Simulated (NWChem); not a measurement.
Molecule: CaF$_{2}$; SMILES [F][Ca][F]

Results from NWChem. Level PBE/def2-SVP: optimisations from one semi-empirical or force-field start; each run changes one setting, and all end within 0.3 mHa of each other.

```tsv
setting	optimisation steps
redundant internal coordinates, default thresholds	5
loose thresholds	4
no line search	9
Cartesian coordinates	5
trust radius 0.05	8
```
